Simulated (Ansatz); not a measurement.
`FC(F)C(Cl)I` + HCl → `FC(F)Cl` + `ClCI` at 700 K and 1 bar (substitution at a C–C bond).

Gas-phase electronic energies from Ansatz, PBE0-D4/def2-TZVP geometries. CBS: MP2 limit from def2 TZ/QZ plus the TZ coupled-cluster correction, frozen cores. This one scheme is used for every species. Elements past krypton have def2 core potentials. For I outer-core shells are correlated without core-valence functions, which leaves a few kJ/mol of doubt a bond. One conformer a species, not always the lowest.

```json
{"species": "`FC(F)C(Cl)I`", "CCSD(T)/CBS energy (Eh)": "-1034.09854", "H − E (kJ/mol)": "177.1", "S (J/(mol·K))": "459.7"}
{"species": "HCl", "CCSD(T)/CBS energy (Eh)": "-460.38127", "H − E (kJ/mol)": "38.4", "S (J/(mol·K))": "211.8"}
{"species": "`FC(F)Cl`", "CCSD(T)/CBS energy (Eh)": "-698.00348", "H − E (kJ/mol)": "102.9", "S (J/(mol·K))": "340.3"}
{"species": "`ClCI`", "CCSD(T)/CBS energy (Eh)": "-796.46468", "H − E (kJ/mol)": "114.2", "S (J/(mol·K))": "351.9"}
```

H − E and S are ideal-gas, rigid-rotor, harmonic terms from PBE0-D4/def2-TZVP, for one conformer and one mirror image of each species. 1 Eh = 2625.50 kJ/mol, R = 8.31446 J/(mol·K).

Q: By hand: ΔE, ΔH, ΔS and ΔG.

A: ΔE = (-698.00348) + (-796.46468) − (-1034.09854) − (-460.38127) = 0.01165 Eh = 30.6 kJ/mol. Δ(H − E) = 102.9 + 114.2 − 177.1 − 38.4 = 1.6, so ΔH = 32.2 kJ/mol. ΔS = 340.3 + 351.9 − 459.7 − 211.8 = 20.7 J/(mol·K). ΔG = 32.2 − 700 × (20.7)/1000 = 17.7 kJ/mol.

Q: By hand: the equilibrium constant, and the temperature at which ΔG would vanish if ΔH and ΔS stayed fixed.

A: log₁₀ K = −ΔG/(RT ln 10) = -1.3. ΔG = 0 at ΔH/ΔS = 1556 K.

TΔS isn't small against ΔH here. A doubt of 5 kJ/mol in ΔE shifts log₁₀ K by 0.4 here. Other conformers and mirror images would add mixing entropy, several J/(mol·K) or more a flexible species. These are equilibria of isolated gas molecules and say nothing of rates. Largest T1 diagnostic: 0.011 (customary marks: 0.02 for closed shells, 0.045 for open ones).
